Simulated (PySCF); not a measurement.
SMILES CC[OH+]CC (charge +1), GFN2-xTB optimised geometry.

```
16

C      1.27    -1.82     0.25
C      0.80    -0.41     0.00
O     -0.67    -0.41     0.00
C     -1.33     0.91     0.00
C     -1.32     1.57     1.36
H      2.35    -1.85     0.18
H      0.86    -2.50    -0.49
H      1.00    -2.16     1.25
H      1.17     0.28     0.76
H      1.09    -0.06    -0.99
H     -0.97    -0.90     0.79
H     -0.82     1.51    -0.75
H     -2.35     0.71    -0.34
H     -0.32     1.81     1.70
H     -1.87     2.50     1.30
H     -1.82     0.95     2.11
```

Density from PySCF 2.14.0 with CAM-B3LYP/def2-TZVP at that geometry.

Minimum of the electron density along straight lines between bonded atoms, close to the bond critical point (lines longer than 1.1 times the sum of covalent radii, or with two minima, are not listed):

| bond | length / Å | ρ at the minimum / e bohr⁻³ | ∇²ρ there / e bohr⁻⁵ | position (fraction from the first atom) |
|---|---|---|---|---|
| C1–C2 | 1.511 | 0.257 | -0.67 | 0.47 |
| C2–O3 | 1.471 | 0.210 | -0.23 | 0.34 |
| O3–C4 | 1.470 | 0.211 | -0.23 | 0.66 |
| C4–C5 | 1.511 | 0.257 | -0.67 | 0.53 |
| C1–H6 | 1.086 | 0.282 | -0.99 | 0.65 |
| C1–H7 | 1.087 | 0.283 | -0.99 | 0.65 |
| C1–H8 | 1.088 | 0.281 | -0.97 | 0.64 |
| C2–H9 | 1.092 | 0.290 | -1.06 | 0.66 |
| C2–H10 | 1.092 | 0.291 | -1.07 | 0.66 |
| O3–H11 | 0.982 | 0.338 | [?] | 0.82 |
| C4–H12 | 1.091 | 0.291 | -1.07 | 0.66 |
| C4–H13 | 1.093 | 0.291 | -1.07 | 0.66 |
| C5–H14 | 1.087 | 0.282 | -0.98 | 0.65 |
| C5–H15 | 1.087 | 0.281 | -0.99 | 0.65 |
| C5–H16 | 1.088 | 0.280 | -0.97 | 0.64 |

Question: Some entries are withheld; supply them.

Answer: 
- O3–H11, ∇²ρ there / e bohr⁻⁵: -2.38
